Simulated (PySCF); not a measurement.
BCl, singlet, at a GFN2-xTB geometry; MP2/STO-3G (PySCF).

Input for PySCF:
```python
from pyscf import gto, scf, mp

mol = gto.M(
    atom='''
B    -0.00000000   -0.00000000   -1.22002676
Cl    0.00000000    0.00000000    0.35883140
''',
    basis='sto-3g',
    verbose=4,
)

mf = scf.RHF(mol)
mf.kernel()

pt = mp.MP2(mf, frozen=6)
pt.kernel()
print('E(MP2) = %.10f' % pt.e_tot)
```

What the program printed (banner, timings and long lists left out):

```
PySCF version 2.14.0

[INPUT] verbose = 4
[INPUT] num. atoms = 2
[INPUT] num. electrons = 22
[INPUT] charge = 0
[INPUT] spin (= nelec alpha-beta = 2S) = 0
[INPUT] symmetry False subgroup None
[INPUT] Mole.unit = angstrom
[INPUT] Symbol           X                Y                Z      unit          X                Y                Z       unit  Magmom
[INPUT]  1 B      0.000000000000   0.000000000000  -1.220026760000 AA    0.000000000000   0.000000000000  -2.305516441040 Bohr   0.0
[INPUT]  2 Cl     0.000000000000   0.000000000000   0.358831400000 AA    0.000000000000   0.000000000000   0.678093070894 Bohr   0.0

nuclear repulsion = 28.4889827774016
number of shells = 8
number of NR pGTOs = 42
number of NR cGTOs = 14
basis = sto-3g
ecp = {}

******** <class 'pyscf.scf.hf.RHF'> ********
method = RHF
initial guess = minao
damping factor = 0
level_shift factor = 0
DIIS = <class 'pyscf.scf.diis.CDIIS'>
diis_start_cycle = 1
diis_space = 8
diis_damp = 0
SCF conv_tol = 1e-09
SCF conv_tol_grad = None
SCF max_cycles = 50
direct_scf = True
direct_scf_tol = 1e-13
Set gradient conv threshold to 3.16228e-05
Initial guess from minao.
init E= -478.809654621688
  HOMO = -0.175328184471679  LUMO = 0.180294609204917  gap/eV = 9.67699
cycle= 1 E= -478.808930702276  delta_E= 0.000724  |g|= 0.184  |ddm|= 1.74
  HOMO = -0.316856820937776  LUMO = 0.228477162338688  gap/eV = 14.83929
cycle= 2 E= -478.824763783619  delta_E= -0.0158  |g|= 0.0395  |ddm|= 0.515
  HOMO = -0.283413316638248  LUMO = 0.260497431080252  gap/eV = 14.80057
cycle= 3 E= -478.825521719664  delta_E= -0.000758  |g|= 0.00972  |ddm|= 0.0716
  HOMO = -0.284524366639713  LUMO = 0.260136133274131  gap/eV = 14.82097
cycle= 4 E= -478.82560130802  delta_E= -7.96e-05  |g|= 0.00141  |ddm|= 0.0473
  HOMO = -0.28449418472457  LUMO = 0.260050746463033  gap/eV = 14.81782
cycle= 5 E= -478.825603055192  delta_E= -1.75e-06  |g|= 0.000223  |ddm|= 0.00614
  HOMO = -0.284549113684087  LUMO = 0.260060535690275  gap/eV = 14.81958
cycle= 6 E= -478.825603082655  delta_E= -2.75e-08  |g|= 1.14e-05  |ddm|= 0.000624
  HOMO = -0.284545028620783  LUMO = 0.260057695981287  gap/eV = 14.81939
cycle= 7 E= -478.825603082768  delta_E= -1.13e-10  |g|= 6.25e-07  |ddm|= 3.85e-05
  HOMO = -0.284545115213462  LUMO = 0.26005774476239  gap/eV = 14.81940
Extra cycle  E= -478.825603082768  delta_E=    0  |g|= 1.17e-07  |ddm|= 1.39e-06
converged SCF energy = -478.825603082768

******** <class 'pyscf.mp.mp2.RMP2'> ********
nocc = 5, nmo = 8
frozen orbitals 6
E(RMP2) = -478.865115808589  E_corr = -0.0395127258208342
E(SCS-RMP2) = -478.86742752146  E_corr = -0.0418244386918458
E_corr(same-spin) = -0.0064509603382561
E_corr(oppo-spin) = -0.0330617654825781
E(MP2) = -478.8651158086
```
